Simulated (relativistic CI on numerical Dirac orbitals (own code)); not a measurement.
Pr3+: M4,5 absorption edge

Computed with this model: Dirac-Coulomb-Breit CI, orbitals from a KLI potential per configuration, a model potential for QED, valence Slater integrals scaled by 0.8, multiplet model of core-to-valence dipole absorption; configurations [Xe] 4f2 → [Ar] 3d9 4s2 4p6 4d10 4f3 5s2 5p6; 80 K; Lorentzian 0.6 eV and Gaussian 0.4 eV FWHM. Energies are those of the free ion, without screening or charge transfer. The branching ratio is the share of the lower-energy edge in the whole absorption, uncertain by about 0.02 where the edges overlap. S is read from ⟨S²⟩ = S(S + 1).

Case free ion, the dichroism is that of the ground state at zero temperature, magnetised by magnetic field 10 T along z. The dichroism I(Δm = −1) − I(Δm = +1), over the sum of the three polarisations, integrates to 0.0294 on the lower edge and -0.1592 on the upper edge. The branching ratio is 0.538.

Q: Use the orbital sum rule with 12 holes to get ⟨Lz⟩.

A: For a d → f edge ⟨Lz⟩ = 3 × n_h × (sum of both integrals) in this sign convention = -4.67; the ground state itself has ⟨Lz⟩ = -4.77 and ⟨Sz⟩ = 0.77. The rule assumes one radial integral for both edges, which relativistic orbitals only approach.
